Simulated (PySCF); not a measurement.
Two-component Hartree-Fock for V⁴⁺ (vanadium, charge +4)

Start: [Ar] 3d1; 3d5/2 filled at m_j = +5/2. Calculated with PySCF 2.14 in x2c-QZVPPall-2c (11s9p5d3f2g, 102 functions): generalised Hartree-Fock with the X2C-1e Hamiltonian and a Gaussian nucleus; one run each with spin-orbit coupling (SO) screened by Boettger's factors, then bare. This is a chosen level, not necessarily the ground level.

```json
{"spinor shell": "1s1/2", "electrons": "2", "ε, screened SO (eV)": "-5577.7", "ε, bare SO (eV)": "-5577.7", "weight of nominal j (bare SO)": "1.000", "rms radius, bare SO (bohr)": "0.0768"}
{"spinor shell": "2s1/2", "electrons": "2", "ε, screened SO (eV)": "-715.84", "ε, bare SO (eV)": "-715.85", "weight of nominal j (bare SO)": "1.000", "rms radius, bare SO (bohr)": "0.332"}
{"spinor shell": "2p1/2", "electrons": "2", "ε, screened SO (eV)": "-609.03", "ε, bare SO (eV)": "-609.51", "weight of nominal j (bare SO)": "0.997", "rms radius, bare SO (bohr)": "0.300"}
{"spinor shell": "2p3/2", "electrons": "4", "ε, screened SO (eV)": "-601.99", "ε, bare SO (eV)": "-601.77", "weight of nominal j (bare SO)": "0.999", "rms radius, bare SO (bohr)": "0.303"}
{"spinor shell": "3s1/2", "electrons": "2", "ε, screened SO (eV)": "-141.50", "ε, bare SO (eV)": "-141.50", "weight of nominal j (bare SO)": "1.000", "rms radius, bare SO (bohr)": "0.986"}
{"spinor shell": "3p1/2", "electrons": "2", "ε, screened SO (eV)": "-108.20", "ε, bare SO (eV)": "-108.24", "weight of nominal j (bare SO)": "0.753", "rms radius, bare SO (bohr)": "1.05"}
{"spinor shell": "3d5/2", "electrons": "1", "ε, screened SO (eV)": "-65.543", "ε, bare SO (eV)": "-65.515", "weight of nominal j (bare SO)": "1.000", "rms radius, bare SO (bohr)": "1.18"}
```

**Question.** Where does 3p3/2 lie, and what is the 3p spin-orbit splitting (bare SO)?

**Answer.** At -107.45 eV, 0.789 eV above 3p1/2.

```tsv
quantity	screened SO	bare SO
E (hartree)	-944.72307	-944.72393
M_J	5/2	5/2
⟨J²⟩	8.755	8.755
⟨L²⟩	6.005	6.005
⟨S²⟩	0.751	0.751
```

Each row is a mean over spinors that exchange with the open shell spreads, by up to 6.150 eV (3p3/2).

Rows whose weight is well below 1 are mixtures of j = l ± 1/2: exchange outweighs spin-orbit coupling there, and the label is only the starting occupation.
